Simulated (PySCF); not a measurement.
Au2H4S2Si2, SMILES [Au][S][SiH2][SiH2][S][Au], multiplicity 1. Heavy atoms are numbered as in [Au:1][S:2][SiH2:3][SiH2:4][S:5][Au:6]. Hydrogens are named by the atom that carries them.

Geometry: r2SCAN-D4/def2-SVP. The spin state was assumed, not searched. The def2 effective core potentials stand for the cores of Au; spin–orbit coupling is left out. Other conformers were not sampled.

Level of theory: PBE/def2-TZVP run with PySCF.

ESP charges are fitted to the potential on shells at 1.4 to 2.0 van der Waals radii. Atomic charges (e), one atom of each kind:

```csv
atom,ESP fit,Mulliken
Au1,0.23,0.21
S2,-0.34,-0.32
Si3 (SiH2),0.15,0.12
H on Si3,-0.02,0.00
```
